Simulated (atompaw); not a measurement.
u(r) = r·R(r): atom against pseudo-atom (carbon)

Columns: radius, all-electron u(r) and pseudo u(r) of the 2p shell (level -5.23 eV) of carbon in the configuration [He] 2s2 2p2; PBEsol, scalar-relativistic, PAW (atompaw) scheme, atompaw 4.2.0.5.

| r (bohr) | all-electron | pseudo |
| --- | --- | --- |
| 0.088 | 0.0377 | 0.0040 |
| 0.177 | 0.1200 | 0.0162 |
| 0.265 | 0.2155 | 0.0359 |
| 0.354 | 0.3112 | 0.0632 |
| 0.442 | 0.3978 | 0.0968 |
| 0.531 | 0.4742 | 0.1366 |
| 0.619 | 0.5380 | 0.1808 |
| 0.708 | 0.5911 | 0.2290 |
| 0.796 | 0.6327 | 0.2790 |
| 0.885 | 0.6642 | 0.3303 |
| 0.973 | 0.6860 | 0.3803 |
| 1.062 | 0.6999 | 0.4285 |
| 1.150 | 0.7065 | 0.4726 |
| 1.238 | 0.7073 | 0.5118 |
| 1.327 | 0.7031 | 0.5453 |
| 1.415 | 0.6948 | 0.5718 |
| 1.504 | 0.6832 | 0.5913 |
| 1.592 | 0.6690 | 0.6034 |
| 1.681 | 0.6526 | 0.6086 |
| 1.769 | 0.6348 | 0.6073 |
| 1.858 | 0.6157 | 0.6002 |
| 1.946 | 0.5959 | 0.5883 |
| 2.035 | 0.5753 | 0.5725 |
| 2.123 | 0.5547 | 0.5540 |
| 2.212 | 0.5337 | 0.5336 |
| 2.300 | 0.5129 | 0.5129 |

(1) How many radial nodes do the two functions have?

(2) Is the pseudo-wave norm-conserving?

Results:

(1) The all-electron 2p function has n − l − 1 = 0; the pseudo-wave has 0.

(2) No, it belongs to a PAW set: the norm inside the radius is not constrained, and the difference is carried by the augmentation charge.
